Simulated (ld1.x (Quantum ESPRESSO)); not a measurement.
**C: excitation energies, all-electron against TM**

ld1.x (Quantum ESPRESSO) 7.5 input, shortened:

```
&input
   title='C', zed=6., rel=0, dft='PBE', iswitch=3,
   config='[He] 2s2 2p2 3d-2'
 /
 &inputp
   pseudotype=2, tm=.true., lloc=-1, rcloc=2.35,
   nlcc=.false.
 /
3
2S  1  0   2.00   0.00  0.75  0.75  0.0
2P  2  1   2.00   0.00  2.90  2.90  0.0
3D  3  2  -2.00   0.05  2.25  2.25  0.0
 &test
   configts(1)='2s2 2p2'
 /
```

Energies are relative to the spin-unpolarised reference configuration 2s2 2p2; without spin polarisation the order of configurations can differ from experiment.

| valence configuration | charge | ΔE all-electron (eV) | error AE − PS (meV) |
| --- | --- | --- | --- |
| 2s2 2p1 | +1 | 10.865 | +137 |
| 2s2 2p0 | +2 | 35.025 | +1158 |
| 2s1 2p0 | +3 | 83.198 | +2216 |
| 2s2 2p2.3 | -0.3 | -1.159 | +2.1 |
| 2s1 2p3 | 0 | 8.463 | -15 |
| 2s0 2p4 | 0 | 16.945 | -27 |
| 2s1 2p2 | +1 | 19.602 | -110 |

Levels in the configuration 2s1 2p2:

```csv
level,all-electron (eV),pseudo (eV)
2s,-25.835,-26.096
2p,-17.099,-17.106
```
